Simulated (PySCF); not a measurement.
**Working out the ionisation energy of Ga²⁺**

Ga²⁺ [Ar] 3d10 4s1 (2S) → Ga³⁺ [Ar] 3d10 (1S). Calculation: PySCF 2.14, in x2c-TZVPPall; scalar relativity by spin-free X2C-1e. Frozen: [Ne]. Energies in hartree (1 hartree = 27.21139 eV):

```
             part  Ga²⁺ (lower)  Ga³⁺ (upper)
              UHF  -1941.277701  -1940.188949
MP2 opposite-spin     -0.186626     -0.175528
    MP2 same-spin     -0.096255     -0.087310
```

Q: What does Hartree-Fock give?

A: (-1940.188949) − (-1941.277701) = 1.088752 hartree = 29.626 eV.

Q: What do MP2 and SCS-MP2 (6/5 opposite-spin, 1/3 same-spin) give?

A: The opposite-spin parts differ by 0.302 eV and the same-spin parts by 0.243 eV. MP2: 29.626 + (0.302) + (0.243) = 30.171 eV. SCS-MP2: 29.626 + 1.2 × (0.302) + (0.243)/3 = 30.069 eV.

Measured between the centres of the two terms (NIST): 30.726 eV, so MP2 (valence and next inner shell) is off by -0.555 eV.

What remains against the reference includes basis incompleteness, the frozen core and correlation beyond second order.
